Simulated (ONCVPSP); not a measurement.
# Pseudopotentials across the periodic table

Generated with ld1.x 7.5 (TM, RRKJ, ultrasoft, PAW), atompaw 4.2 or ONCVPSP 4.0.1. The cutoff is in Ry: for ld1.x and atompaw files where the sum of valence levels is converged to 10 mRy in a Bessel basis, for ONCV files where the hardest occupied wave has 1 mHa per electron of residual kinetic energy. The error is the largest all-electron minus pseudo excitation energy over each file’s own four to seven test configurations (ionisations up to +4, promotions, holes and added fractions of an electron), all of which were solved. The labels leave out finer settings (local radius, basis sizes, second energies), which also bear on the numbers. Spin-polarised tests are not counted. The rows are a selection from randomly drawn settings: files with unsolved tests, undetermined cutoffs or missed reference levels are left out.

A true bound ghost makes a file unfit for plane-wave use even where its test errors are small: the radial tests pick states by their node count and pass the ghost by.

```csv
element,potential,cutoff (Ry),largest error (meV),bound ghosts
As,"ONCV, PBE, scalar-relativistic, rc 1.45/1.75 (sp), local smoothed, core correction yes, reference 4s1.75 4p3.25, qcut 5.2/5.5, projectors 2/2",21,-571,none
Ru,"ONCV, PBE, scalar-relativistic, rc 1.45/1.35/2.30 (spd), local smoothed, core correction yes, reference 4s2 4p6 4d7.5 5s0.5, qcut 6.2/8.2/5.9, projectors 2/2/2",56,-365,none
Pd,"ONCV, PBE, scalar-relativistic, rc 1.85/1.65/1.90/1.75 (spdf), local smoothed, core correction yes, reference 4s2 4p6 4d9 5s1, qcut 6.3/6.8/10/7.4, projectors 3/2/1/2",56,-10,none
Cd,"ONCV, PBE, scalar-relativistic, rc 1.70/1.00/1.85 (spd), local smoothed, core correction yes, reference 4s2 4p6 4d10 5s2, qcut 7.7/7.4/12.2, projectors 2/2/2",287,-12,s
Ir,"ONCV, PBE, non-relativistic, rc 1.50/1.90/2.15 (spd), local smoothed, core correction yes, reference 5s2 5p6 5d7 6s2, qcut 6.9/7.9/6.9, projectors 2/2/2",39,+3.2,none
Hg,"ONCV, PBE, fully relativistic, rc 1.65/1.35/1.30 (spd), local smoothed, core correction yes, reference 5s2 5p6 5d10 6s2, qcut 6.4/9.2/7.1, projectors 2/2/2",63,-495,none
```

**Question.** Fill in the row for Ni: ONCV, LDA (Perdew-Wang 92), scalar-relativistic, rc 1.05/0.70/0.95 (spd), local smoothed, core correction yes, reference 3s2 3p6 3d8.5 4s1.5, qcut 11.9/12/20.2, projectors 2/1/3.

**Answer.** cutoff 236 Ry, largest error +25 meV, bound ghosts: none.

**Question.** Fill in the row for Co: ONCV, PBEsol, scalar-relativistic, rc 1.30/1.15/1.75 (spd), local smoothed, core correction yes, reference 3s2 3p6 3d7, qcut 8/9.5/8.3, projectors 2/2/3.

**Answer.** cutoff 72 Ry, largest error -280 meV, bound ghosts: none.
